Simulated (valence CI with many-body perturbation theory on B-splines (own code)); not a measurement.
E1 line list for Cd XVIII

Method: configuration interaction combined with many-body perturbation theory (CI+MBPT): three valence electrons over a frozen Dirac-Fock core [Ar] 3d10, radial functions for each j: 11 s, 11 p, 9 d, 7 f, 5 g, 2 h, 1 i, with the one-electron correlation potential Σ1, the two-electron term Σ2, the three-electron term Σ3, Breit, model QED; selected CI, second order for the rest (own B-spline code, finite nucleus).

No measured spectrum was set against this ion. As an estimate, levels hold to about 250 cm⁻¹ or 0.2 % of their energy and the worst to 1 %, as in measured heavy ions of charge 2 to 7; those with d or f electrons hold less well.

Lines 1 to 50 of 271 in falling wavelength, among levels below 1443400 cm⁻¹, chosen from the strongest by gf and those to the six lowest levels. Wavelengths and rates use the calculated energies, so an error of 1000 cm⁻¹ moves a line at 442.1 Å by 0.44 % and its rate by three times that or more. Electric multipoles are in the length gauge, E1 and E2 with the static RPA response of the core. Weak lines are less certain than strong ones. Lines between different terms over intervals too small for the method are left out, as are lines whose strength nearly cancels. The highest levels of a list are the least certain.

Names give the largest LS component (configuration and term), which can be under half, so a name can repeat, a term be missing and a line seem to break the LS rules; names also repeat where a configuration has a term twice. Letters in brackets count levels of one name in rising energy.

```tsv
λ vac (Å)	Upper	Lower	A (s⁻¹)	S (a.u.) with core polarisation	S without
442.1	4s.4p2 4P_1/2	4s2.4p 2P°_3/2	7.74e+07	6.60e-03	7.23e-03
376.3	4s.4p2 4P_3/2	4s2.4p 2P°_3/2	1.41e+08	1.48e-02	1.63e-02
376.1	4p3 2D°_5/2	4s.4p2 2P_3/2	3.17e+09	5.00e-01	5.50e-01
353.4	4p2.4d 4F_9/2	4s.4p.4d 2F°_7/2 [a]	1.81e+09	3.95e-01	4.35e-01
352.3	4p2.4d 2G_7/2	4s.4p.4d 2F°_5/2 [b]	2.29e+09	3.96e-01	4.35e-01
345.5	4s.4p2 4P_5/2	4s2.4p 2P°_3/2	1.10e+09	1.34e-01	1.48e-01
342.1	4p3 4S°_3/2 [a]	4s.4p2 2P_1/2	3.17e+09	2.51e-01	2.76e-01
338.9	4s.4p2 4P_1/2	4s2.4p 2P°_1/2	1.15e+09	4.42e-02	4.85e-02
325.5	4p2.4d 2F_5/2 [a]	4s.4p.4d 4D°_5/2	2.73e+09	2.79e-01	3.07e-01
315.7	4p2.4d 4F_3/2	4s.4p.4d 4D°_1/2	3.61e+09	2.24e-01	2.47e-01
315.3	4p2.4d 2F_5/2 [a]	4s.4p.4d 2D°_3/2 [a]	2.54e+09	2.36e-01	2.60e-01
314.2	4p2.4d 2D_3/2 [a]	4s.4p.4d 2P°_1/2 [a]	4.29e+09	2.63e-01	2.89e-01
313.0	4p2.4d 2F_7/2 [a]	4s.4p.4d 4D°_7/2	1.79e+09	2.17e-01	2.39e-01
312.1	4p2.4d 2P_3/2	4s.4p.4d 4P°_3/2	3.19e+09	1.91e-01	2.10e-01
311.5	4p3 2P°_1/2	4s.4p2 2S_1/2	1.05e+10	3.12e-01	3.43e-01
309.9	4p2.4d 2G_9/2	4s.4p.4d 2F°_7/2 [b]	4.51e+09	6.62e-01	7.28e-01
308.3	4p2.4d 2F_7/2 [b]	4s.4p.4d 2D°_5/2 [b]	3.13e+09	3.63e-01	4.01e-01
308.3	4s.4p.4d 2F°_5/2 [a]	4s2.4d 2D_3/2	2.50e+09	2.17e-01	2.39e-01
308.2	4p2.4d 2D_5/2	4s.4p.4d 2F°_7/2 [b]	3.99e+09	3.46e-01	3.80e-01
305.8	4p3 4S°_3/2 [a]	4s.4p2 2D_3/2	3.04e+09	1.72e-01	1.89e-01
304.6	4p2.4d 4D_5/2	4s.4p.4d 2D°_5/2 [a]	3.30e+09	2.76e-01	3.03e-01
304.4	4p2.4d 4D_3/2	4s.4p.4d 2D°_5/2 [a]	4.61e+09	2.57e-01	2.82e-01
300.2	4p2.4d 2F_7/2 [a]	4s.4p.4d 2F°_5/2 [a]	2.96e+09	3.17e-01	3.50e-01
298.9	4s.4p2 4P_3/2	4s2.4p 2P°_1/2	2.60e+07	1.37e-03	1.50e-03
296.4	4s.4p2 2D_3/2	4s2.4p 2P°_3/2	3.61e+08	1.86e-02	2.03e-02
296.1	4p3 4S°_3/2 [b]	4s.4p2 2P_1/2	3.81e+09	1.95e-01	2.15e-01
295.3	4p2.4d 4F_9/2	4s.4p.4d 4D°_7/2	3.24e+09	4.12e-01	4.54e-01
295.0	4p2.4d 4D_7/2	4s.4p.4d 2F°_7/2 [a]	2.47e+09	2.50e-01	2.76e-01
294.5	4p2.4d 4F_5/2	4s.4p.4d 4D°_3/2	4.76e+09	3.60e-01	3.97e-01
289.7	4p2.4d 2G_9/2	4s.4p.4d 2F°_7/2 [a]	4.37e+09	5.24e-01	5.78e-01
289.6	4p2.4d 2D_5/2	4s.4p.4d 2P°_3/2 [a]	3.54e+09	2.55e-01	2.82e-01
289.4	4p3 4S°_3/2 [b]	4s.4p2 2D_5/2	5.82e+09	2.78e-01	3.06e-01
289.3	4s.4p.4d 2D°_5/2 [a]	4s2.4d 2D_5/2	2.69e+09	1.93e-01	2.12e-01
288.9	4p2.4d 4F_5/2	4s.4p.4d 4P°_5/2	2.51e+09	1.79e-01	1.97e-01
288.3	4p2.4d 4D_5/2	4s.4p.4d 4P°_3/2	2.57e+09	1.82e-01	2.01e-01
285.5	4p3 2D°_5/2	4s.4p2 2D_5/2	9.50e+09	6.55e-01	7.19e-01
285.5	4p2.4d 2F_5/2 [b]	4s.4p.4d 2F°_5/2 [b]	2.95e+09	2.03e-01	2.23e-01
279.6	4p3 2P°_3/2	4s.4p2 2P_3/2	1.27e+10	5.49e-01	6.03e-01
279.4	4p2.4d 4F_7/2	4s.4p.4d 4F°_9/2	9.97e+09	8.59e-01	9.43e-01
276.5	4p2.4d 4F_5/2	4s.4p.4d 4F°_7/2	1.13e+10	7.07e-01	7.76e-01
275.1	4p2.4d 2G_7/2	4s.4p.4d 4D°_5/2	2.91e+09	2.39e-01	2.64e-01
274.6	4s.4p2 2D_5/2	4s2.4p 2P°_3/2	5.87e+09	3.60e-01	3.96e-01
274.5	4p2.4d 4F_3/2	4s.4p.4d 4F°_5/2	1.04e+10	4.26e-01	4.67e-01
273.2	4p2.4d 2F_7/2 [b]	4s.4p.4d 2F°_5/2 [b]	3.29e+09	2.64e-01	2.91e-01
271.4	4p2.4d 2F_7/2 [b]	4s.4p.4d 2F°_7/2 [b]	6.64e+09	5.24e-01	5.77e-01
270.2	4p2.4d 4F_9/2	4s.4p.4d 4F°_9/2	1.06e+10	1.03e+00	1.13e+00
268.8	4s.4p2 2P_1/2	4s2.4p 2P°_3/2	1.96e+09	3.75e-02	4.12e-02
268.5	4p3 4S°_3/2 [b]	4s.4p2 2D_3/2	3.18e+09	1.22e-01	1.34e-01
266.7	4p3 4S°_3/2 [a]	4s.4p2 4P_5/2	1.71e+10	6.40e-01	7.02e-01
266.6	4p2.4d 4D_7/2	4s.4p.4d 2D°_5/2 [a]	6.69e+09	5.01e-01	5.51e-01
```
